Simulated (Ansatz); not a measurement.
Reaction (substitution at a C–N bond): `CN[SiH](S)Cl` + `[OH][Zr]([OH])([Cl])[c]1ccccc1` → `C[O][Zr]([OH])([Cl])[c]1ccccc1` + `N[SiH](S)Cl`

Isolated molecules relaxed with PBE0-D4/def2-TZVP in Ansatz; ΔE leaves out vibrations. CBS: MP2 limit from def2 TZ/QZ plus the TZ coupled-cluster correction, frozen cores. Functionals use def2-TZVPP. Elements past krypton have def2 core potentials. For Zr outer-core shells are correlated without core-valence functions, which leaves a few kJ/mol of doubt a bond. One conformer a species, not always the lowest.

Is it downhill or uphill in electronic energy at CCSD(T)/CBS, and by how much? (An estimate is asked.)

Computed: Uphill: ΔE = +0.07 eV.

What do these levels give: PBE-D4, r2SCAN-D4, ωB97M-V, B2PLYP, PBE0, HF/def2-TZVPP, SCS-MP2/def2-TZVPP, CCSD/def2-TZVPP, HF/def2-QZVPP, SCS-MP2/def2-QZVPP, HF/CBS(def2), MP2/CBS(def2)? (An estimate is asked.)

Computed: PBE-D4 0.05, r2SCAN-D4 0.04, ωB97M-V 0.07, B2PLYP 0.01, PBE0 0.05, HF/def2-TZVPP -0.02, SCS-MP2/def2-TZVPP 0.04, CCSD/def2-TZVPP 0.04, HF/def2-QZVPP -0.02, SCS-MP2/def2-QZVPP 0.05, HF/CBS(def2) -0.02, MP2/CBS(def2) 0.09 eV.

Largest T1 diagnostic among the species: 0.015.

The D4 term adds +0.04 eV with B3LYP and +0.02 eV with PBE0; it sums over pairs of atoms, weighted by their polarisabilities, and B3LYP, whose exchange is more repulsive, gets the larger term. In def2-TZVPP, CCSD(T) changes the Hartree–Fock value by +0.05 eV (the triples alone add −0.00 eV) and MP2 by +0.08 eV.

B3LYP here is the variant with VWN-RPA as its local correlation; programs differ in this.
